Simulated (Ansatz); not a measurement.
Program: Ansatz. Geometries: PBE0-D4/def2-TZVP. ΔE: electronic, gas phase. CCSD(T)/CBS adds triple-zeta CCSD(T) − MP2 to the extrapolated MP2 energy (def2 sets, frozen cores). DFT in def2-TZVPP. B3LYP here is the variant with VWN-RPA as its local correlation; programs differ in this. Each species was taken in one conformer, which may not be the lowest.

Consider the redistribution: `[CH3][Al]([F])[SiH2]F` + `FCC[SiH2]Cl` → `F[SiH2]C[SiH2]Cl` + `[CH3][Al]([F])[CH2]F`.

```
             level  ΔE (kJ/mol)  difference from CCSD(T)/CBS
            PBE-D4        -23.5                         10.3
         r2SCAN-D4        -33.8                          0.0
           PBE0-D4        -25.3                          8.5
          B3LYP-D4        -32.2                          1.6
           ωB97X-V        -29.7                          4.1
           ωB97M-V        -40.6                         -6.8
            B2PLYP        -34.8                         -1.0
               PBE        -23.3                         10.5
            r2SCAN        -33.7                          0.1
              PBE0        -25.1                          8.7
             B3LYP        -31.8                          2.0
     HF/def2-TZVPP        -29.4                          4.4
    MP2/def2-TZVPP        -39.9                         -6.1
SCS-MP2/def2-TZVPP        -36.4                         -2.6
   CCSD/def2-TZVPP        -31.5                          2.3
CCSD(T)/def2-TZVPP        -31.7                          2.1
     HF/def2-QZVPP        -30.1                          3.7
    MP2/def2-QZVPP        -41.4                         -7.6
SCS-MP2/def2-QZVPP        -38.0                         -4.2
      HF/CBS(def2)        -30.2                          3.6
     MP2/CBS(def2)        -42.0                         -8.2
    CCSD/CBS(def2)        -33.5                          0.3
       CCSD(T)/CBS        -33.8                            0
```

Largest T1 diagnostic among the species: 0.012.
